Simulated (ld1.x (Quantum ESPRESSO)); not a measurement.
# hafnium (Hf): one change to a TM potential, before and after

```
Element                 : Hf
Generator               : ld1.x (Quantum ESPRESSO) 7.5
Type                    : norm-conserving Troullier–Martins (Kleinman–Bylander form)
Functional              : PBE
Relativity              : scalar-relativistic
Frozen core             : [Kr] 4d10 4f14
Valence charge          : 12
Reference configuration : 5s2 5p6 5d2 6s0 6p0 (charge +2)
Partial waves           : 5p (bound): rc 1.20 bohr; 5d (bound): rc 2.60 bohr; 5s (bound): rc 1.05 bohr
Local potential         : the s channel
Core correction         : Bessel-smoothed model core, default radius (core density twice the valence density)
```

All-electron outer shells of the reference configuration (PBE, scalar-relativistic, ld1.x):

```json
{"shell": "5s", "level (eV)": "-82.08", "outermost node (bohr)": "0.55", "outermost maximum (bohr)": "1.01"}
{"shell": "5p", "level (eV)": "-50.63", "outermost node (bohr)": "0.60", "outermost maximum (bohr)": "1.16"}
{"shell": "4f", "level (eV)": "-31.91", "outermost node (bohr)": "–", "outermost maximum (bohr)": "0.45"}
{"shell": "6s", "level (eV)": "-17.50", "outermost node (bohr)": "1.36", "outermost maximum (bohr)": "2.68"}
{"shell": "5d", "level (eV)": "-16.70", "outermost node (bohr)": "0.67", "outermost maximum (bohr)": "1.65"}
{"shell": "6p", "level (eV)": "-12.02", "outermost node (bohr)": "1.62", "outermost maximum (bohr)": "3.36"}
```

Change: local potential the p channel.

Cutoffs: the cutoffs (Ry, on a coarse ladder) from which the occupation-weighted sum of valence levels, in a spherical-Bessel basis at the reference potential, stays within 10 and 1 mRy of its value at 400 Ry; they do not see the model core or the augmentation charge, which bear on the density cutoff. Errors are all-electron minus pseudo energies relative to the spin-unpolarised reference configuration.

Problem. How do hardness, ghosts and transferability respond?

Solution. The potential gets neither clearly harder nor softer (100 Ry and 180 Ry → 100 Ry and 180 Ry); of the 7 tests that both files solve, the error grows in 5 and shrinks in 0 by more than 15 % and 0.3 meV (median size 93.9 → 210.6 meV); the range in which the s phases agree narrows (upper end 3.3 → -1.6); neither file shows a bound ghost.

| quantity | base | changed |
| --- | --- | --- |
| cutoff, loose | 100 Ry | 100 Ry |
| cutoff, tight | 180 Ry | 180 Ry |
| loose cutoff by channel (10 mRy a level) | p 50 Ry, d 18 Ry, s 90 Ry | s 90 Ry, d 18 Ry, p 45 Ry |
| bound ghosts | none | none |
| error for 5s2 5p6 5d2 6s2 6p0, meV [ΔE -22.16 eV] | +111 | +264 |
| error for 5s2 5p6 5d2 6s1 6p0, meV [ΔE -14.18 eV] | +71 | +168 |
| error for 5s2 5p6 5d1 6s0 6p0, meV [ΔE 21.79 eV] | -34 | -34 |
| error for 5s2 5p6 5d3 6s0 6p0, meV [ΔE -12.17 eV] | -12 | -12 |
| error for 5s2 5p6 5d1 6s2 6p0, meV [ΔE -15.66 eV] | +161 | +382 |
| error for 5s2 5p6 5d1 6s2 6p1, meV [ΔE -20.19 eV] | +151 | +345 |
| error for 5s1 5p6 5d2 6s2 6p0, meV [ΔE 50.93 eV] | -94 | +211 |
| s: phases at 2.83 bohr within 0.05 rad from the reference energy up to (Ry; the scan ends near 5) | 3.3 | -1.6 |
| p: phases at 2.83 bohr within 0.05 rad from the reference energy up to (Ry; the scan ends near 5) | to the end of the scan | 5.0 |
| d: phases at 2.83 bohr within 0.05 rad from the reference energy up to (Ry; the scan ends near 5) | to the end of the scan | to the end of the scan |
